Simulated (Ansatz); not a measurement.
Coupled-cluster diagnostics for Si(GeH3)H3 (SiGeH6), Ansatz.

Geometry of the singlet (PBE0-D4/def2-TZVP):

Cartesian coordinates in Å:
```
Si 0.3835 0.9954 -0.5512
Ge -0.3761 -0.9762 0.5401
H -1.9131 -1.0160 0.5793
H 0.1451 -1.0295 1.9861
H 0.1206 -2.2304 -0.1986
H -0.1838 2.1977 0.1143
H -0.0433 0.9884 -1.9752
H 1.8671 1.0705 -0.4948
```

Correlated methods freeze 14 core orbitals; core or outer-core shells of Ge are correlated, in sets that lack core-valence functions.

Q: Estimate the CCSD(T) correlation energy, the shares of MP2 and (T), T1 and the reference's ⟨S²⟩ for: charge 0, singlet, own geometry in def2-TZVPP; charge 1, doublet, vertical in def2-TZVPP; and the rough time on 4 threads of Arm Neoverse V2 on a shared host.

A: 
| state | basis | correlation (eV) | MP2 share (%) | (T) share (%) | T1 | ⟨S²⟩ (pure) | wall time |
| --- | --- | --- | --- | --- | --- | --- | --- |
| charge 0, singlet, own geometry | def2-TZVPP | -12.382 | 88.2 | 3.1 | 0.012 | 0.00 (0.00) | 18 s |
| charge 1, doublet, vertical | def2-TZVPP | -11.577 | 87.3 | 3.0 | 0.014 | 0.76 (0.75) | 71 s |
Customary marks for T1 are 0.02 (closed shells), 0.045 (open shells) and about 0.05 (3d metals). T1 stays under 0.02 throughout.
